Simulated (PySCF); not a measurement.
## Working out the ionisation energy of Re

Re [Xe] 4f14 5d5 6s2 (6S) → Re+ [Xe] 4f14 5d5 6s1 (7S). Computed with PySCF 2.14 in aug-cc-pVTZ-PP with ECP60MDF, with a scalar-relativistic core potential. Frozen: 5s2 5p6. Energies in hartree (1 hartree = 27.21139 eV):

```tsv
part	Re (lower)	Re+ (upper)
UHF	-77.838047	-77.620311
MP2 opposite-spin	-0.053481	0.000000
MP2 same-spin	-0.076041	-0.076406
```

Task: What does Hartree-Fock give?

Result: (-77.620311) − (-77.838047) = 0.217736 hartree = 5.925 eV.

Task: What do MP2 and SCS-MP2 (6/5 opposite-spin, 1/3 same-spin) give?

Result: The opposite-spin parts differ by 1.455 eV and the same-spin parts by -0.010 eV. MP2: 5.925 + (1.455) + (-0.010) = 7.370 eV. SCS-MP2: 5.925 + 1.2 × (1.455) + (-0.010)/3 = 7.668 eV.

Measured between the centres of the two terms (NIST): 7.834 eV, so MP2 (valence) is off by -0.464 eV.

What remains against the reference includes basis incompleteness, the frozen core and correlation beyond second order.
